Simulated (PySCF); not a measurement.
Isomers of C7H9N side by side.

PySCF, CAM-B3LYP/def2-SVPD, density fitting, gas phase; each molecule at its own GFN2-xTB geometry, one conformer. Singlet excitations by full TDDFT with frozen cores and triplets by Tamm–Dancoff TDDFT. 

Torsions of the conformers computed, which needn't be the lowest (atom-mapped SMILES):
- `[CH:1]#[C:2][CH2:3][C@@H:4]([CH3:5])[CH2:6][C:7]#[N:8]`: C2–C3–C4–C5 175°, C3–C4–C6–C7 -63°
- `[CH3:1][c:2]1[cH:3][cH:4][cH:5][cH:6][c:7]1[NH2:8]`: H–N8–C7–C6 155°, H–N8–C7–C6 19°
- `[CH2:1]=[CH:2][C@@H:3]([C:4]#[C:5][CH3:6])[N:7]=[CH2:8]`: C1–C2–C3–C4 14°, C2–C3–N7–C8 -126°
- `[CH2:1]=[C:2]([CH3:3])[n:4]1[cH:5][cH:6][cH:7][cH:8]1`: C1–C2–N4–C5 -179°
- `[CH:1]#[C:2][C@@H:3]1[C@H:4]([NH2:5])[C@@H:6]1[CH:7]=[CH2:8]`: C4–C6–C7–C8 -141°, H–N5–C4–C3 -34°, H–N5–C4–C3 85°
- `[CH3:1][c:2]1[cH:3][cH:4][c:5]([NH2:6])[cH:7][cH:8]1`: H–N6–C5–C4 23°, H–N6–C5–C4 161°
- `[CH3:1][CH2:2][c:3]1[cH:4][cH:5][n:6][cH:7][cH:8]1`: C1–C2–C3–C4 89°

The conformers of `C[C@@H]1C=CC[C@H]1C#N` aren't listed.

Reference: `C#CC[C@@H](C)CC#N`, with HOMO energy -9.45 eV, LUMO energy 1.00 eV, lowest singlet excitation 6.68 eV, lowest triplet excitation 5.54 eV and mean polarisability 82.0 au.

Changes against it:

| molecule | Δ electronic energy (kcal/mol) | Δ HOMO energy (eV) | Δ LUMO energy (eV) | Δ lowest singlet excitation (eV) | Δ lowest triplet excitation (eV) | Δ mean polarisability (au) |
| --- | --- | --- | --- | --- | --- | --- |
| C=C[C@@H](C#CC)N=C | +24.8 | +0.74 | -0.18 | -1.61 | -1.29 | +6.9 |
| C=C(C)n1cccc1 | -34.7 | +1.96 | -0.38 | -1.43 | -1.83 | +7.3 |
| C#C[C@@H]1[C@H](N)[C@@H]1C=C | +30.1 | +1.56 | -0.09 | -0.85 | -1.29 | +3.9 |
| Cc1ccc(N)cc1 | -60.8 | +2.55 | 0.00 | -1.91 | -1.68 | +8.5 |
| CCc1ccncc1 | -53.5 | +0.74 | -0.57 | -1.52 | -1.23 | +3.4 |

Rows whose labels were lost:

```
row  Δ electronic energy (kcal/mol)  Δ HOMO energy (eV)  Δ LUMO energy (eV)  Δ lowest singlet excitation (eV)  Δ lowest triplet excitation (eV)  Δ mean polarisability (au)
  P                           -61.8               +2.39               +0.14                             -1.68                             -1.61                        +7.5
  Q                           -31.8               +0.58               +0.04                             +0.34                             -1.14                        -1.4
  R                            -4.8               +0.67               -0.11                             +0.15                             -1.14                        +4.5
```

Q: Which row belongs to which of `CC(C)=C1C[C@@H]1C#N`, `C[C@@H]1C=CC[C@H]1C#N` and `Cc1ccccc1N`?

A: P = `Cc1ccccc1N`, Q = `C[C@@H]1C=CC[C@H]1C#N` and R = `CC(C)=C1C[C@@H]1C#N`. P and Q are told apart most clearly by the electronic energy (-61.8 against -31.8 kcal/mol); P and R are told apart most clearly by the electronic energy (-61.8 against -4.8 kcal/mol); Q and R are told apart most clearly by the electronic energy (-31.8 against -4.8 kcal/mol); P comes close to the labelled row of `Cc1ccc(N)cc1` in every column.

Q: Which row has the smallest HOMO–LUMO gap and which the largest, and does the HOMO or the LUMO shift more there?

A: Smallest, counted from the reference: `Cc1ccc(N)cc1`, -2.55 eV (HOMO +2.55, LUMO 0.00), the larger shift being that of the HOMO. Largest: Q, -0.54 eV (HOMO +0.58, LUMO +0.04), the larger shift being that of the HOMO. The gap of the reference itself lies above all of them.

Q: Fit a straight line for the change of the HOMO energy against that of the lowest triplet excitation over the labelled rows, and test it on P, Q and R.

A: Over the 5 labelled rows the slope is -2.35 eV/eV, the intercept -1.93 eV, r = -0.81 and the standard error 0.53 eV. P: predicted +1.85, computed +2.39 eV; Q: predicted +0.75, computed +0.58 eV; R: predicted +0.75, computed +0.67 eV. The mean miss is 0.26 eV, against 0.88 eV for guessing the labelled rows' mean: the line carries over to these rows.
